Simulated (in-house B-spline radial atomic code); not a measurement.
A radial electron density 4πr²n(r) was computed for an atom or ion in its tabulated ground configuration with a B-spline radial code for spherical atoms; method: Dirac-Hartree-Fock, average of configuration. Columns: r (bohr), 4πr²n(r) (electrons per bohr), bar.

```
 0.00319   0.7418 #
  0.0039    1.071 ##
 0.00477    1.538 ###
 0.00583    2.187 ####
 0.00713    3.082 #####
 0.00872    4.293 #######
  0.0107    5.921 ##########
   0.013    7.902 #############
  0.0159    10.42 ##################
  0.0195    13.43 #######################
  0.0239    16.72 ############################
  0.0292    19.95 ##################################
  0.0357    22.73 ######################################
  0.0436    24.51 #########################################
  0.0534    24.83 ##########################################
  0.0653    23.57 ########################################
  0.0798    21.25 ####################################
  0.0976    19.01 ################################
   0.119    18.27 ###############################
   0.146    19.87 ##################################
   0.179    23.22 #######################################
   0.218    25.99 ############################################
   0.267    25.81 ############################################
   0.327    21.49 ####################################
     0.4    14.75 #########################
   0.489    9.034 ###############
   0.598    6.836 ############
   0.731    7.694 #############
   0.894    8.922 ###############
    1.09    8.386 ##############
    1.34    6.021 ##########
    1.63    3.466 ######
       2    1.641 ###
    2.45     0.82 #
    2.99   0.5291 #
    3.66   0.3613 #
    4.47   0.2026 
    5.47  0.08004 
    6.69  0.02051 
    8.18 0.003103 
      10 0.0002482 
    12.2 9.49e-06
```

Which atom or ion is it?
A. Sc+
B. Sc
C. Ca+
D. K+

A. The area under the curve, ∫4πr²n dr = ∫r·4πr²n d(ln r) on this logarithmic grid, is 20 electrons, which only this option has. The configuration is [Ar] 3d1 4s1.
